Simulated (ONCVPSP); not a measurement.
**Building the ONCV potential for Mo (PBE, scalar-relativistic).**

Input for ONCVPSP 4.0.1:

```
# ATOM AND REFERENCE CONFIGURATION
# atsym  z   nc   nv     iexc    psfile
  Mo 42.00    6    3        4      upf
#
#   n    l    f
    1    0    2.00
    2    0    2.00
    2    1    6.00
    3    0    2.00
    3    1    6.00
    3    2   10.00
    4    0    2.00
    4    1    6.00
    4    2    4.00
#
# PSEUDOPOTENTIAL AND OPTIMIZATION
# lmax
    3
#
#   l,   rc,      ep,       ncon, nbas, qcut
    0    1.45    0.00    4    7    7.10
    1    1.85    0.00    4    9    7.20
    2    2.20    0.00    5    9    6.80
    3    2.15    0.03    3    6    5.90
#
# LOCAL POTENTIAL
# lloc, lpopt,  rc(5),   dvloc0
    4    5    1.05    0.00
#
# VANDERBILT-KLEINMAN-BYLANDER PROJECTORs
# l, nproj, debl
    0    2    1.60
    1    3    1.80
    2    1    3.70
    3    1    0.90
#
# MODEL CORE CHARGE
# icmod, fcfact, rcfact
    0    0.00    0.00
#
# LOG DERIVATIVE ANALYSIS
# epsh1, epsh2, depsh
   -5.00    5.00    0.04
#
# OUTPUT GRID
# rlmax, drl
    6.00    0.01
#
# TEST CONFIGURATIONS
# ncnf
    4
# nvcnf
#   n    l    f
    4
    4    0    2.00
    4    1    6.00
    4    2    5.00
    5    0    1.00
#
    3
    4    0    2.00
    4    1    6.00
    4    2    5.00
#
    3
    4    0    2.00
    4    1    6.00
    4    2    3.00
#
    3
    4    0    2.00
    4    1    6.00
    4    2    6.00
#
```

Command:

```bash
oncvpsp.x < Mo.dat > Mo.out
```

Output (shortened: citation, most of the input echo, consistency checks and plot data are left out):

```
ONCVPSP  (Optimized Norm-Conservinng Vanderbilt PSeudopotential)
scalar-relativistic version 4.0.1

#   n    l    f        energy (Ha)
    1    0    2.00    -7.2915509E+02
    2    0    2.00    -1.0356975E+02
    2    1    6.00    -9.2660172E+01
    3    0    2.00    -1.8196296E+01
    3    1    6.00    -1.4620975E+01
    3    2   10.00    -8.8049601E+00
    4    0    2.00    -3.0411519E+00
    4    1    6.00    -2.0855480E+00
    4    2    4.00    -7.6537044E-01

Reference configufation results
  iterations    21
  all-electron total energy (Ha)   -4.04779792D+03

Begin loop to  construct optimized pseudo wave functions
and semi-local pseudopoentials for all angular momenta

WARNING wellstate: negative energy specified for n= 5 l=  0
WARNING scattering state with energy  0.25000000
WARNING will be used for the first projector

   Wellstate for l =  0  n =  6
     eigenvalue =   0.2500
     asymptotic potential =   0.7500
     half-point radius =  3.8933

Calculating optimized projector #   1

 for l=   0

    Fraction of norm inside rc  0.831776
    Optimizing pswf for qcut=   7.09 a_B^-1,  ecut=  25.11 Ha
    Residual kinetic energy error=  1.86D-04 Ha

    Energy error per electron        Cutoff
         Ha          eV             Ha
         0.01000     0.27211       17.49
         0.00100     0.02721       21.92
         0.00010     0.00272       33.09
         0.00001     0.00027       60.21

Calculating optimized projector #   2

 for l=   0

    Fraction of norm inside rc  0.036165
    Optimizing pswf for qcut=   7.09 a_B^-1,  ecut=  25.11 Ha
    Residual kinetic energy error=  1.07D-04 Ha

    Energy error per electron        Cutoff
         Ha          eV             Ha
         0.01000     0.27211       14.51
         0.00100     0.02721       20.52
         0.00010     0.00272       25.59
         0.00001     0.00027       57.33

WARNING wellstate: negative energy specified for n= 5 l=  1
WARNING scattering state with energy  0.25000000
WARNING will be used for the first projector

   Wellstate for l =  1  n =  6
     eigenvalue =   0.2500
     asymptotic potential =   0.7500
     half-point radius =  4.8333

   Wellstate for l =  1  n =  7
     eigenvalue =   2.0500
     asymptotic potential =   2.5500
     half-point radius =  3.8728

Calculating optimized projector #   1

 for l=   1

    Fraction of norm inside rc  0.911165
    Optimizing pswf for qcut=   7.19 a_B^-1,  ecut=  25.86 Ha
    Residual kinetic energy error=  3.41D-07 Ha

    Energy error per electron        Cutoff
         Ha          eV             Ha
         0.01000     0.27211        9.49
         0.00100     0.02721       12.08
         0.00010     0.00272       14.12
         0.00001     0.00027       17.96

Calculating optimized projector #   2

 for l=   1

    Fraction of norm inside rc  0.060359
    Optimizing pswf for qcut=   7.19 a_B^-1,  ecut=  25.86 Ha
    Residual kinetic energy error=  1.37D-06 Ha

    Energy error per electron        Cutoff
         Ha          eV             Ha
         0.01000     0.27211        7.92
         0.00100     0.02721       10.61
         0.00010     0.00272       13.47
         0.00001     0.00027       21.89

Calculating optimized projector #   3

 for l=   1

    Fraction of norm inside rc  0.080596
    Optimizing pswf for qcut=   7.19 a_B^-1,  ecut=  25.86 Ha
    Residual kinetic energy error=  8.34D-06 Ha

    Energy error per electron        Cutoff
         Ha          eV             Ha
         0.01000     0.27211        9.05
         0.00100     0.02721       11.81
         0.00010     0.00272       20.35
         0.00001     0.00027       25.72

Calculating optimized projector #   1

 for l=   2

    Fraction of norm inside rc  0.778922
    Optimizing pswf for qcut=   6.80 a_B^-1,  ecut=  23.15 Ha
    Residual kinetic energy error=  4.75D-06 Ha

    Energy error per electron        Cutoff
         Ha          eV             Ha
         0.01000     0.27211       13.23
         0.00100     0.02721       16.96
         0.00010     0.00272       19.77
         0.00001     0.00027       22.75

   Wellstate for l =  3  n =  4
     eigenvalue =   0.0300
     asymptotic potential =   0.5300
     half-point radius =  4.6836

Calculating optimized projector #   1

 for l=   3

    Fraction of norm inside rc  0.129172
    Optimizing pswf for qcut=   5.90 a_B^-1,  ecut=  17.41 Ha
    Residual kinetic energy error=  2.06D-05 Ha

    Energy error per electron        Cutoff
         Ha          eV             Ha
         0.01000     0.27211        8.48
         0.00100     0.02721       12.53
         0.00010     0.00272       15.59
         0.00001     0.00027       23.39

Construct Vanderbilt / Kleinmman-Bylander projectors

B matrix Hermiticity error, ll=   0
   1   2   -3.1178E-04

  Orthonormal projector coefficients  1.5445E+01  2.0835E+00

B matrix Hermiticity error, ll=   1
   1   2   -1.8763E-04
   1   3    3.2509E-04
   2   3    6.2943E-05

  Orthonormal projector coefficients  1.0140E+01  2.3799E+00  3.1579E-01

Pseudoatom total energy  -67.228471

Diagnostic tests using Vanderbilt-Kleinman-Bylander pseudopotentials
  1 or more projectors used as specified by nproj input data

   l    rcore       rmatch      e in        delta e   norm test  slope test

   0   1.4540086   1.4981554  -3.0411519  -0.0000082   1.0001371   1.0001472
   0   1.4540086   1.4981554   0.2500000   0.0000350   1.0004119   1.0004119

   1   1.8581646   1.9145825  -2.0855480  -0.0000005   1.0001268   1.0001318
   1   1.8581646   1.9145825   0.2500000   0.0000239   1.0002247   1.0002247
   1   1.8581646   1.9145825   2.0500000   0.0000573   1.0002595   1.0002595

   2   2.2101697   2.2772752  -0.7653704  -0.0000012   0.9999984   1.0000066

   3   2.1579118   2.2234307   0.0300000  -0.0000662   1.0000161   1.0000161

 Testing for bound ghosts
   n   l    E NL Schr. Eq   E Basis Diag.   E Cutoff

   1   0       -3.041160       -3.041150     89.45

   2   1       -2.085549       -2.085547    145.25

   3   2       -0.765372       -0.765240     70.62

   4   3       -0.155787       -0.053752     31.17

 Testing for highly-localized positive-energy ghosts
       l    <radius>/rc     E Basis Diag.   E Cutoff

       0        0.929511        6.036034     89.45  WARNING - GHOST(+)

Test configuration 0

   n   l     f        eae           eps        diff
   1   0  2.0000 -729.15509199
   2   0  2.0000 -103.56975447
   2   1  6.0000  -92.66017218
   3   0  2.0000  -18.19629598
   3   1  6.0000  -14.62097519
   3   2 10.0000   -8.80496008
   4   0  2.0000   -3.04115194   -3.04116011   -8.17D-06
   4   1  6.0000   -2.08554804   -2.08554851   -4.78D-07
   4   2  4.0000   -0.76537044   -0.76537167   -1.23D-06

    Total energies and differences
      AE_ref= -4.04779792D+03  AE_tst= -4.04779792D+03  dif=  0.00D+00
      PS_ref= -6.72284715D+01  PS_tst= -6.72284715D+01  dif=  1.85D-13
      PSP excitation error= -1.85D-13

Test configuration 1

   n   l     f        eae           eps        diff
   1   0  2.0000 -728.47039780
   2   0  2.0000 -102.88456092
   2   1  6.0000  -91.97505839
   3   0  2.0000  -17.51227143
   3   1  6.0000  -13.93697492
   3   2 10.0000   -8.12082945
   4   0  2.0000   -2.36471407   -2.36485099   -1.37D-04
   4   1  6.0000   -1.41432009   -1.41433057   -1.05D-05
   4   2  5.0000   -0.13792070   -0.13791992    7.80D-07
   5   0  1.0000   -0.15018184   -0.15015553    2.63D-05

    Total energies and differences
      AE_ref= -4.04779792D+03  AE_tst= -4.04861934D+03  dif= -8.21D-01
      PS_ref= -6.72284715D+01  PS_tst= -6.80499373D+01  dif= -8.21D-01
      PSP excitation error=  4.75D-05

Test configuration 2

   n   l     f        eae           eps        diff
   1   0  2.0000 -728.71926635
   2   0  2.0000 -103.12951684
   2   1  6.0000  -92.22026278
   3   0  2.0000  -17.75824307
   3   1  6.0000  -14.18292710
   3   2 10.0000   -8.36647840
   4   0  2.0000   -2.61340332   -2.61394092   -5.38D-04
   4   1  6.0000   -1.66434364   -1.66453536   -1.92D-04
   4   2  5.0000   -0.38270971   -0.38272213   -1.24D-05

    Total energies and differences
      AE_ref= -4.04779792D+03  AE_tst= -4.04836612D+03  dif= -5.68D-01
      PS_ref= -6.72284715D+01  PS_tst= -6.77967000D+01  dif= -5.68D-01
      PSP excitation error=  2.65D-05

Test configuration 3

   n   l     f        eae           eps        diff
   1   0  2.0000 -729.67518224
   2   0  2.0000 -104.09668637
   2   1  6.0000  -93.18668284
   3   0  2.0000  -18.71737570
   3   1  6.0000  -15.14202315
   3   2 10.0000   -9.32684735
   4   0  2.0000   -3.53901479   -3.53768594    1.33D-03
   4   1  6.0000   -2.57322110   -2.57258914    6.32D-04
   4   2  3.0000   -1.20928239   -1.20866981    6.13D-04

    Total energies and differences
      AE_ref= -4.04779792D+03  AE_tst= -4.04681509D+03  dif=  9.83D-01
      PS_ref= -6.72284715D+01  PS_tst= -6.62458439D+01  dif=  9.83D-01
      PSP excitation error=  2.00D-04

Test configuration 4

   n   l     f        eae           eps        diff
   1   0  2.0000 -728.39308556
   2   0  2.0000 -102.80162955
   2   1  6.0000  -91.89254098
   3   0  2.0000  -17.43011330
   3   1  6.0000  -13.85478830
   3   2 10.0000   -8.03824532
   4   0  2.0000   -2.28609583   -2.28680060   -7.05D-04
   4   1  6.0000   -1.33950629   -1.33980381   -2.98D-04
   4   2  6.0000   -0.08482978   -0.08477804    5.17D-05

    Total energies and differences
      AE_ref= -4.04779792D+03  AE_tst= -4.04859131D+03  dif= -7.93D-01
      PS_ref= -6.72284715D+01  PS_tst= -6.80218427D+01  dif= -7.93D-01
      PSP excitation error= -1.85D-05
```

The run took about 3.1 s on one core of a shared server CPU.
